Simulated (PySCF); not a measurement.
BiCl2, SMILES [Cl][Bi+][Cl] (connectivity only; charge and spin as stated), charge +1, multiplicity 1. Atoms are numbered in the order given.

```xyz
3

Bi     0.0000     0.0000     0.4441
Cl     0.0000    -1.8066    -1.0841
Cl     0.0000     1.8066    -1.0841
```
Charge +1, spin multiplicity 1.

The structure is a stationary point at B3LYP-D3(BJ)/def2-TZVP. The multiplicity is an assumed one; other spin states were not compared. The isomer is the one that the SMILES or the coordinates give; other isomers of the formula were not compared. The def2 effective core potentials stand for the cores of Bi; spin–orbit coupling is left out.

Level of theory: TDDFT-LC-ωPBE/def2-SVPD (PySCF).

Vertical excitations.  State labels are in the subgroup C2v.

```
state  symmetry  energy (eV)  λ (nm)      f                              main pairs
-----  --------  -----------  ------  -----  --------------------------------------
S1           B1         3.59     345  0.005                          HOMO→LUMO 99 %
S2           A2         3.74     332  0.000                        HOMO−1→LUMO 99 %
S3           B2         4.41     281  0.034                        HOMO−2→LUMO 93 %
S4           B1         4.97     249  0.006                        HOMO−4→LUMO 98 %
S5           A1         5.12     242  0.011                        HOMO−3→LUMO 90 %
S6           A2         5.66     219  0.000                        HOMO−5→LUMO 98 %
S7           B2         6.15     202  0.000    HOMO−1→LUMO+1 64 %, HOMO→LUMO+2 31 %
S8           A1         6.27     198  0.037    HOMO→LUMO+1 54 %, HOMO−1→LUMO+2 33 %
S9           A2         6.32     196  0.000                      HOMO−2→LUMO+1 88 %
S10          B1         6.60     188  0.007  HOMO−2→LUMO+2 67 %, HOMO−3→LUMO+1 30 %
T1           B1         3.05     407      0                          HOMO→LUMO 91 %
T2           A2         3.59     345      0                        HOMO−1→LUMO 98 %
T3           B2         3.61     344      0                        HOMO−2→LUMO 98 %
T4           A1         4.09     303      0                        HOMO−3→LUMO 98 %
```
Triplets are in the Tamm–Dancoff approximation, which puts them higher than full response would, so one can lie above its singlet here.
